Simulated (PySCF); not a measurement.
MoO3 (singlet state).
SMILES: `[O]=[Mo](=[O])=[O]`

The closed-shell ground state was solved at several levels (PySCF, density fitting, gas phase). Isolated species at its PBE0-D3(BJ)/def2-SVP geometry, gas phase. Atoms past krypton carry effective core potentials; spin–orbit coupling is left out.

```
                           level  basis functions  HOMO (eV)  LUMO (eV)  gap (eV)  dipole (D)
B3LYP/pcSseg-1 (def2-TZVP on Mo)               91      -8.79      -5.07      3.72        5.06
               wB97X-D/def2-SVPD              103     -11.09      -2.90      8.19        5.10
```

(1) Estimate the row for PBE0/pcSseg-1 (def2-TZVP on Mo), a basis of 91 functions; the other rows only guide the guess.

(2) Over all these levels, which gives the widest orbital gap and which the narrowest?

(3) How far do the dipole and the HOMO energy spread over the levels?

Results:

(1) HOMO -9.07 eV, LUMO -4.72 eV, gap 4.35 eV, dipole 5.12 D.

(2) wB97X-D/def2-SVPD (range-separated hybrid) has the widest, 8.19 eV, and B3LYP/pcSseg-1 (def2-TZVP on Mo) (global hybrid, 20 % exact exchange) the narrowest, 3.72 eV. Functional and basis both differ between the two, so the spread mixes both effects.

(3) The dipole runs from 5.06 to 5.12 D (mean 5.09 D) and the HOMO from -11.09 to -8.79 eV.
